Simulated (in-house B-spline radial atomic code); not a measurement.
Radial electron density of neutral titanium, [Ar] 3d1 4s2 7s1. Level of theory: Dirac-Hartree-Fock, average of configuration, Fermi nucleus of rms radius 3.5921 fm; calculated with an all-electron radial atomic-structure program (B-spline basis).

Columns: r (bohr), 4πr²n(r) (electrons per bohr), bar.

```
 0.00314   0.8317 #
 0.00403    1.309 ##
 0.00517    2.036 ###
 0.00662    3.112 #####
 0.00849    4.684 #######
  0.0109    6.902 ###########
  0.0139     9.78 ###############
  0.0179    13.53 #####################
  0.0229     17.7 ############################
  0.0294    21.88 ##################################
  0.0376    25.03 #######################################
  0.0482    26.23 #########################################
  0.0618    24.93 #######################################
  0.0792    21.97 ##################################
   0.102    19.64 ###############################
    0.13    20.49 ################################
   0.167    24.56 #######################################
   0.214    28.03 ############################################
   0.274    26.13 #########################################
   0.351     18.4 #############################
    0.45    10.35 ################
   0.577    7.739 ############
    0.74    9.443 ###############
   0.948    9.841 ###############
    1.21    6.975 ###########
    1.56    3.345 #####
       2    1.524 ##
    2.56    1.027 ##
    3.28   0.7255 #
     4.2   0.3495 #
    5.39   0.1038 
     6.9  0.02649 
    8.85 0.003624 
    11.3 0.004932 
    14.5  0.02407 
    18.6 0.006563 
    23.9  0.01351 
    30.6  0.05361 
    39.2  0.02946 
    50.3 0.003651 
    64.4 9.424e-05 
    82.6 3.505e-07 
     106 1.182e-10
```

On this grid the curve has 5 maxima, near 0.0482, 0.214, 0.948, 14.5, 30.6 bohr.

The 7s1/2 radial function P(r) = rR(r), positive near the nucleus, with its small component Q(r) (sign convention: Q ≈ (P' + κP/r)/2c):

```tsv
r (bohr)	P	Q
0.000909	0.0007127	-5.773e-05
0.00149	0.001146	-9.322e-05
0.00245	0.001832	-0.0001499
0.00403	0.00289	-0.0002385
0.00662	0.004445	-0.0003723
0.0109	0.006583	-0.0005658
0.0179	0.009071	-0.0008175
0.0294	0.01099	-0.00109
0.0482	0.01012	-0.001264
0.0792	0.003235	-0.001132
0.13	-0.01014	-0.0005327
0.214	-0.01977	0.0003101
0.351	-0.005917	0.0006603
0.577	0.02677	0.0001601
0.948	0.02377	-0.0003795
1.56	-0.03529	-0.0002162
2.56	-0.06022	0.0001784
4.2	0.03461	0.0002095
6.9	0.1168	-0.0001001
11.3	-0.07013	-0.0001449
18.6	-0.08101	0.0001422
30.6	0.2315	-1.714e-05
50.3	0.06042	-2.946e-05
82.6	0.0005921	-3.779e-07
```
